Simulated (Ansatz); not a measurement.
`[CH3][AlH][B](C)F` + `[CH3][SnH]([OH])[SH]` → `C[O][SnH]([CH3])[SH]` + `C[B](F)[AlH2]`  (substitution at a C–Al bond)

Program: Ansatz. Geometries: PBE0-D4/def2-TZVP. ΔE: electronic, gas phase. CCSD(T)/CBS adds triple-zeta CCSD(T) − MP2 to the extrapolated MP2 energy (def2 sets, frozen cores). DFT in def2-TZVPP. Elements past krypton have def2 core potentials. For Sn outer-core shells are correlated without core-valence functions, which leaves a few kJ/mol of doubt a bond. One conformer a species, not always the lowest.

| level | ΔE (kJ/mol) | difference from CCSD(T)/CBS |
| --- | --- | --- |
| PBE-D4 | 99.6 | -1.6 |
| PBE0-D4 | 100.3 | -0.9 |
| ωB97X-V | 94.4 | -6.8 |
| ωB97M-V | 101.1 | -0.1 |
| B2PLYP | 100.4 | -0.8 |
| PBE0 | 102.9 | 1.7 |
| HF/def2-TZVPP | 87.7 | -13.5 |
| MP2/def2-TZVPP | 105.2 | 4.0 |
| CCSD/def2-TZVPP | 98.0 | -3.2 |
| CCSD(T)/def2-TZVPP | 98.5 | -2.7 |
| HF/def2-QZVPP | 87.8 | -13.4 |
| MP2/def2-QZVPP | 106.8 | 5.6 |
| SCS-MP2/def2-QZVPP | 99.9 | -1.3 |
| HF/CBS(def2) | 87.8 | -13.4 |
| MP2/CBS(def2) | 107.9 | 6.7 |
| CCSD/CBS(def2) | 100.7 | -0.5 |
| CCSD(T)/CBS | 101.2 | 0 |

Largest T1 diagnostic among the species: 0.013.

In def2-TZVPP, CCSD(T) changes the Hartree–Fock value by +10.8 kJ/mol (the triples alone add +0.5 kJ/mol) and MP2 by +17.5 kJ/mol. The D4 term adds −4.5 kJ/mol with B3LYP and −2.6 kJ/mol with PBE0; it sums over pairs of atoms, weighted by their polarisabilities, and B3LYP, whose exchange is more repulsive, gets the larger term.

B3LYP here is the variant with VWN-RPA as its local correlation; programs differ in this.
